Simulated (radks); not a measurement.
All-electron atom: Rh+ in [Kr] 4d8.

Calculated with a radial shooting solver on a logarithmic mesh with Libxc functionals: Dirac Kohn-Sham, PBE, spin-unpolarised, spherical densities, point nucleus; open shells fill j = l - 1/2 first.

Energy parts (hartree):
| part | energy |
|---|---|
| total | -4784.76383 |
| kinetic | 4988.40222 |
| electron-nucleus | -11571.78607 |
| Hartree | 1937.26619 |
| exchange-correlation | -138.64617 |

Orbitals (lengths in bohr, moments of r in powers of bohr; <r^-3> diverges for s and p1/2):
orbital  occ.  eigenvalue (hartree)  <r^-3>
1s1/2       2             -846.4826       -
2s1/2       2             -122.9240       -
2p1/2       2             -113.8292       -
2p3/2       4             -108.5145    3021
3s1/2       2             -22.19436       -
3p1/2       2             -18.63526       -
3p3/2       4             -17.72100   527.7
3d3/2       4             -11.42153   79.61
3d5/2       6             -11.24124   75.34
4s1/2       2              -3.31050       -
4p1/2       2              -2.23216       -
4p3/2       4              -2.08940   82.34
4d3/2       4              -0.50681   6.730
4d5/2       4              -0.49207   6.274

The highest occupied level is 4d5/2 at -13.390 eV. The density falls to 0.001 e/bohr^3 at r = 3.75 bohr. Summed over all electrons, <r^2> = 36.88 bohr^2, which gives a Langevin (diamagnetic) susceptibility term of -29.2 x 10^-6 cm^3/mol.
